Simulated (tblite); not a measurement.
Input of a run (GFN2-xTB geometry optimisation, gas phase (tblite 0.8.0)), started from a force field or distance geometry:
```
{"job": {"kind": "relax", "xc": "GFN2-xTB", "basis": "xTB"}, "charge": 0, "multiplicity": 1}
C      3.054400     0.894500     0.305600
C      2.565100    -0.430900    -0.249400
C      1.400000    -0.926100     0.566200
N      0.135500    -0.830000     0.230200
N     -0.083700    -0.235700    -0.981800
C     -1.343200    -0.128500    -1.305400
C     -2.518800    -0.571600    -0.484000
C     -3.117900     0.621900     0.241800
H      2.268400     1.655400     0.219800
H      3.921600     1.242900    -0.239400
H      3.310100     0.814700     1.363800
H      3.362400    -1.184500    -0.142200
H      2.320400    -0.344400    -1.291100
H      1.629300    -1.366400     1.542800
H     -1.578800     0.382800    -2.254000
H     -2.242700    -1.348200     0.250600
H     -3.254400    -1.004200    -1.162700
H     -2.404600     1.058800     0.930200
H     -3.427300     1.396400    -0.467500
H     -4.001000     0.314000     0.815000
```

Output (eV, eV/Å):
```
step      E/eV     max force
  0    -673.21255    3.032
  1    -673.32548    2.056
  2    -673.37518    0.368
  3    -673.38376    0.270
  4    -673.39732    0.220
  5    -673.39848    0.146
  6    -673.39948    0.069
  7    -673.40035    0.071
  8    -673.40095    0.074
  9    -673.40149    0.053
 10    -673.40182    0.043
 11    -673.40207    0.043
 12    -673.40228    0.040
 13    -673.40247    0.033
 14    -673.40267    0.041
 15    -673.40291    0.045
 16    -673.40323    0.057
 17    -673.40361    0.059
 18    -673.40401    0.057
 19    -673.40441    0.042
 20    -673.40478    0.059
 21    -673.40509    0.049
 22    -673.40536    0.041
 23    -673.40561    0.045
 24    -673.40586    0.052
 25    -673.40615    0.062
 26    -673.40648    0.059
 27    -673.40689    0.051
 28    -673.40744    0.066
 29    -673.40820    0.078
 30    -673.40933    0.092
 31    -673.41124    0.116
 32    -673.41429    0.152
 33    -673.41809    0.201
 34    -673.42295    0.205
 35    -673.42686    0.284
 36    -673.42491    0.506
 37    -673.43296    0.143
 38    -673.43599    0.124
 39    -673.44995    0.151
 40    -673.45394    0.163
 41    -673.46450    0.252
 42    -673.47329    0.264
 43    -673.48595    0.294
 44    -673.49107    0.436
 45    -673.48605    0.601
 46    -673.51048    0.276
 47    -673.51932    0.276
 48    -673.55241    0.533
 49    -673.57033    0.254
 50    -673.58575    0.212
 51    -673.61260    0.430
 52    -673.62540    0.326
 53    -673.64132    0.312
 54    -673.67173    0.265
 55    -673.68021    0.220
 56    -673.68687    0.204
 57    -673.69043    0.282
 58    -673.69917    0.292
 59    -673.70499    0.134
 60    -673.71362    0.100
 61    -673.71963    0.109
 62    -673.72265    0.115
 63    -673.72534    0.110
 64    -673.72819    0.128
 65    -673.73329    0.162
 66    -673.74067    0.211
 67    -673.74873    0.253
 68    -673.75917    0.328
 69    -673.76970    0.380
 70    -673.77873    0.352
 71    -673.78642    0.184
 72    -673.79369    0.172
 73    -673.79917    0.174
 74    -673.80258    0.124
 75    -673.80497    0.126
 76    -673.80744    0.101
 77    -673.81104    0.119
 78    -673.81230    0.084
 79    -673.81372    0.085
 80    -673.81604    0.113
 81    -673.81863    0.130
 82    -673.82186    0.124
 83    -673.82399    0.150
 84    -673.82762    0.155
 85    -673.83088    0.134
 86    -673.83587    0.173
 87    -673.83757    0.167
 88    -673.84027    0.114
 89    -673.84273    0.160
 90    -673.84474    0.113
 91    -673.84760    0.113
 92    -673.84904    0.114
 93    -673.84992    0.079
 94    -673.85067    0.059
 95    -673.85124    0.056
 96    -673.85157    0.032
 97    -673.85174    0.026
 98    -673.85186    0.025
 99    -673.85194    0.027
100    -673.85200    0.024
101    -673.85205    0.016
102    -673.85210    0.018
103    -673.85214    0.014
104    -673.85218    0.013
105    -673.85221    0.013
106    -673.85224    0.012
107    -673.85226    0.009
```

**Question.** Summarise the run.

**Answer.** The energy falls by 61.7 kJ/mol over 107 L-BFGS steps, the largest force on an atom goes from 3.03 to 0.009 eV/Å, and the atoms move by 1.229 Å rms after alignment. The bond that changes most is N4–N5 (both ends C=N nitrogen), which shortens by 0.078 Å. Bonds longer at the end by more than 0.005 Å: 3 of 19; shorter: 10. Among the angles that change most is N4–N5–C6, from 114.2° to 129.9°. Among the dihedrals that turn most is C3–N4–N5–C6, from -179° to -102°. The energy rose by more than 1e-5 eV at steps 36 and 45. The first step brought 18 % of the lowering.

**Question.** What are the final bond lengths?

**Answer.** C1–C2 1.525 Å, C2–C3 1.501 Å, C3=N4 1.263 Å, N4–N5 1.289 Å, N5=C6 1.263 Å, C6–C7 1.501 Å, C7–C8 1.525 Å, C1–H9 1.088 Å, C1–H10 1.088 Å, C1–H11 1.088 Å, C2–H12 1.095 Å, C2–H13 1.093 Å, C3–H14 1.082 Å, C6–H15 1.082 Å, C7–H16 1.093 Å, C7–H17 1.095 Å, C8–H18 1.088 Å, C8–H19 1.088 Å, C8–H20 1.088 Å. Numbering counts from 1 in the input's order; the species is `CC/C=N\N=C/CC`.

Hardware: one thread of an Arm Neoverse N1, shared host. Cost: 1.1 s wall.

Its lowest GFN2-xTB frequency is 13 cm⁻¹, too small to tell a flat minimum from a shallow saddle. The numbers are those of one conformer. 3 starts were optimised and ended at 0.00, 0.03 and 1.07 kcal/mol (GFN2-xTB); the lowest of these is shown.

The numbers are calculated, not measured.
